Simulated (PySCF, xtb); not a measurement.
GeH₃, SMILES [GeH3] (connectivity only; charge and spin as stated), charge +1, multiplicity 1.

Harmonic wavenumbers (cm⁻¹) from GFN2-xTB (xtb 6.7.1) at its own minimum, in rising order: 631, 699, 699, 1761, 1890, 1891.

Question: What does PBE-D3(BJ)/def2-TZVPD run with PySCF 2.14.0 give at its own minimum? (An estimate is asked for; the answer gives what the named calculation found.)

Answer: 773, 821, 821, 2116, 2188, 2188. Paired by order, the mean absolute difference is 222 cm⁻¹ and the zero-point energies are 10.8 and 12.7 kcal/mol.
